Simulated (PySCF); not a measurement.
H₃O₂, SMILES [OH2+]O, charge +1. Atoms are numbered in the order given.

```xyz
5

O      0.7711    -0.1406     0.0000
O     -0.6583     0.1220     0.0000
H      1.1189     0.7795     0.0000
H     -1.0109    -0.3155     0.8128
H     -1.0109    -0.3155    -0.8128
```
Charge +1, spin multiplicity 1.

Coordinates come from a B3LYP-D3(BJ)/def2-TZVP optimisation. The isomer is the one that the SMILES or the coordinates give; other isomers of the formula were not compared.

Level of theory: PBE0/pcJ-1 run with PySCF.

Isotropic couplings with Fermi-contact, spin-dipole and both spin-orbit terms, one fixed conformer, no vibrational averaging. Isotopes: 1H.

Problem. Estimate the spin–spin coupling constants. (Estimate from the structure and the level; the computed values follow.)

Solution. 
| pair | bonds apart | J (Hz) |
|---|---|---|
| H4–H5 | 2 | -3.7 |
| H3–H4 | 3 | 1.7 |
| H3–H5 | 3 | 1.7 |
